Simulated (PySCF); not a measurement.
## Dipole response of Ti⁵⁺ (titanium, charge +5)

[Ne] 3s2 3p5, 2P determinant. All numbers are calculated (PySCF 2.14, the non-relativistic Hamiltonian (point nucleus), in an even-tempered Gaussian basis (19 s from 0.13 bohr⁻², ratio 2.5; 13 p from 0.17 bohr⁻², ratio 2.5; 5 d from 2.3 bohr⁻², ratio 2.7; 5 f from 3.5 bohr⁻², ratio 2.7)). Coupled (time-dependent) response in atomic units; α is the mean over directions.

```json
{"method": "UHF", "mean α (bohr³)": "0.6960", "α xx, yy, zz": "0.8814, 0.6032, 0.6032", "C₆ (like pair)": "0.8904", "S(−4)": "0.1927"}
{"method": "PBE0", "mean α (bohr³)": "0.7026", "α xx, yy, zz": "0.8842, 0.6118, 0.6118", "C₆ (like pair)": "0.8925", "S(−4)": "0.2118"}
```

S(−4) is the Cauchy moment in α(ω) = α(0) + S(−4) ω² + …

α(iu) at PBE0:

| u (hartree) | α(iu) (bohr³) |
| --- | --- |
| 0 | 0.7025 |
| 0.200 | 0.6943 |
| 0.400 | 0.6719 |
| 0.800 | 0.6039 |
| 1.20 | 0.5281 |
| 1.60 | 0.4564 |
| 2.00 | 0.3933 |
| 3.00 | 0.2761 |
| 4.00 | 0.2038 |
| 6.00 | 0.1279 |
| 10.0 | 0.06915 |

A single London oscillator, α(iu) = α/(1 + u²/ω²), gives C₆ = (3/4) ω α². Matching the computed C₆ needs ω = 4 × 0.8925 / (3 × 0.7026²) = 2.41 hartree.

For an ion, C₆ is the dispersion term alone; charge-induced terms of lower order in 1/R come first.

The components differ because the open shell of this determinant is not spherical; for a pure term their mean is the scalar polarisability.
